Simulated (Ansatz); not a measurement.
Cost and result up the ladder for TlH₂ (the lowest doublet isomer of a short search) (3 atoms). The state is a doublet with charge 0. Geometry: r2SCAN-D4/def2-TZVP.

Cartesian coordinates in Å:
```
Tl 0.1895 0.0286 0.5240
H -0.1939 -1.6012 -0.1395
H 0.0045 1.5726 -0.3845
```

Ansatz on 4 threads of Intel Xeon on a shared host. Times are rough, and most runs start from the orbitals of an earlier one. ωB97M-V/def2-TZVP serves as the yardstick here, not as an exact answer. Differences are given only for rows in sets of like size (and for xTB, whose basis is part of the method), since another set adds its own error. Binding counts from free atoms at the same level (Tl doublet, H doublet; other spins of the atoms weren't run), without zero-point energy or a counterpoise term.

In the def2 sets Tl takes a core potential; there is no spin–orbit coupling. HSE06 is defined as in plane-wave codes, on full-range PBE exchange. Correlated methods freeze 4 core orbitals; core or outer-core shells of Tl are correlated, in sets that lack core-valence functions. The structure comes from a short search, and lower isomers may exist.

Correlated methods converge slowly with the basis.

```tsv
level	functions	wall time
PBE-D4/def2-SVP	36	0.25 s
PBE0-D4/def2-SVP	36	0.35 s
MP2/def2-TZVP	62	0.35 s
BLYP-D4/def2-TZVP	62	0.4 s
PBE-D4/def2-TZVP (with forces)	62	0.45 s
PBE-D4/def2-TZVPD	74	0.5 s
PBE0-D4/def2-TZVPD	74	0.5 s
HSE06-D4/def2-TZVP	62	0.5 s
r2SCAN-D4/def2-TZVP	62	0.75 s
r2SCAN0-D4/def2-TZVP	62	0.75 s
r2SCAN-D4/def2-TZVPD	74	0.85 s
ωB97M-V/def2-TZVP	62	1.1 s
CCSD(T)/def2-TZVPD	74	1.2 s
CCSD(T)/def2-TZVPP	78	1.4 s
```

Estimate what each level gives for the binding energy per atom (eV).


```tsv
level	binding energy per atom (eV)	difference from ωB97M-V/def2-TZVP (eV)
PBE-D4/def2-SVP	1.19	–
PBE0-D4/def2-SVP	1.17	–
MP2/def2-TZVP	0.96	-0.29
BLYP-D4/def2-TZVP	1.22	-0.03
PBE-D4/def2-TZVP (with forces)	1.21	-0.04
PBE-D4/def2-TZVPD	1.21	-0.04
PBE0-D4/def2-TZVPD	1.20	-0.05
HSE06-D4/def2-TZVP	1.20	-0.05
r2SCAN-D4/def2-TZVP	1.26	0.01
r2SCAN0-D4/def2-TZVP	1.24	-0.01
r2SCAN-D4/def2-TZVPD	1.26	0.01
ωB97M-V/def2-TZVP	1.25	0.00
CCSD(T)/def2-TZVPD	1.14	-0.11
CCSD(T)/def2-TZVPP	1.19	-0.06
```
